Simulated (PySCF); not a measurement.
**Excitation energy of Br+ by level of theory**

Br+ [Ar] 3d10 4s2 4p4 (3P) → Br+ [Ar] 3d10 4s1 4p5 (3P), as a difference of total energies. All numbers are calculated (PySCF 2.14, scalar relativity by spin-free X2C-1e, in x2c-TZVPPall with one added diffuse shell each of s, p, d type (7s6p5d1f, 57 functions)). Correlated levels: valence and next inner shell: [Ne] frozen. The calculations carry no spin-orbit coupling.

Task: Order these methods by the excitation energy they give, lowest first.
A. UHF
B. CCSD(T) (valence and next inner shell)
C. MP2 (valence and next inner shell)
D. CCSD (valence and next inner shell)

Result: B (11.851 eV), D (12.352 eV), C (13.262 eV), A (14.264 eV).

Errors of the correlated levels include the incompleteness of this basis and the frozen core.

The coupled-cluster amplitudes are large for the upper state (T1 above 0.03 or a double amplitude above 0.15), so a single reference is strained.

For comparison: 11.924 eV (measured; NIST levels, between the centres of gravity of the two terms).
